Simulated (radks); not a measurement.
The numbers below are computed, except where a source is named.
Problem. The mean radii <r> (bohr) of the occupied orbitals of an atom or ion are listed with their occupations. Level of theory: Dirac Kohn-Sham, PBEsol, spin-unpolarised, spherical densities, point nucleus (a radial shooting solver on a logarithmic mesh with Libxc functionals).

| orbital | occ. | <r> |
|---|---|---|
| 1s1/2 | 2 | 0.01966 |
| 2s1/2 | 2 | 0.08201 |
| 2p1/2 | 2 | 0.06810 |
| 2p3/2 | 4 | 0.07538 |
| 3s1/2 | 2 | 0.2013 |
| 3p1/2 | 2 | 0.1898 |
| 3p3/2 | 4 | 0.2010 |

Name the element and its charge. Open shells, if any, fill j = l - 1/2 first.

Solution. Z = 70, ytterbium, charge +52: Yb52+ in [Ar]. The 1s radius gives Z: for a bare nucleus <r> = (2 gamma + 1)/(2Z) with gamma = sqrt(1 - (Z/c)^2), 0.01942 bohr for Z = 70, and screening makes it slightly larger (0.01966 here). The occupations add up to 18, and the charge is Z minus that.
